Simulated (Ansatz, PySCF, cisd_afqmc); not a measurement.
Species: PbCl, charge 0, doublet. PbCl (SMILES [Cl][Pb], doublet).
B3LYP-D3(BJ)/def2-TZVP minimum from Ansatz (an electronic-structure program):
```
Pb
Cl 1 2.4909
```
Charge 0, spin multiplicity 2.

Atomisation energy term by term, kcal/mol (programs: Ansatz, cisd_afqmc). Radicals and triplets start from unrestricted determinants; spin-orbit coupling is neglected. Cores are frozen in correlated methods (noble-gas shells, and filled d and f shells in the p block). Past Kr the def2 sets carry scalar-relativistic core potentials. AFQMC/CISD: phaseless, guided by CISD from CCSD amplitudes; bars are statistical, one sigma. Outlying blocks are dropped, and bars are widened where a walk drifts. Over all cases where full CI ran beside it in this data, AFQMC minus full CI had a median of +0.1 mEh and passed +0.4 mEh in a tenth of the cases. CBS(X,Y): correlation extrapolated as X^-3, Hartree-Fock from the larger set. A bracket is a step between two methods taken in the basis named. Spin-orbit terms, left out, reach several kcal/mol for Br and I, and more for heavier atoms. The spin of ClPb ([Cl][Pb], doublet) was assumed, and the state is the lowest solution found for it.

```json
[
 {"term": "Hartree-Fock", "basis": "def2-QZVPP", "kcal/mol": "56.93"},
 {"term": "CCSD correlation", "basis": "CBS(def2-TZVPP,def2-QZVPP)", "kcal/mol": "27.05"},
 {"term": "(T)", "basis": "CBS(def2-TZVPP,def2-QZVPP)", "kcal/mol": "3.39"},
 {"term": "CCSDT(Q) - CCSD(T)", "basis": "def2-QZVPP", "kcal/mol": "0.11"},
 {"term": "CCSDTQ - CCSDT(Q)", "basis": "def2-SVP", "kcal/mol": "-0.04"},
 {"term": "minus zero-point energy", "basis": "harmonic, PySCF's Hessian at B3LYP-D3(BJ)/def2-TZVP", "kcal/mol": "-0.43"},
 {"term": "sum: D0", "basis": "", "kcal/mol": "87.0"}
]
```

The step beyond CCSD(T) by other levels: CCSDTQ in def2-SVP 0.35; AFQMC/CISD in def2-SVP 0.17 ± 0.10; CCSDT(Q) in def2-SVP 0.39; CCSDT(Q) in def2-TZVPP 0.15 kcal/mol.
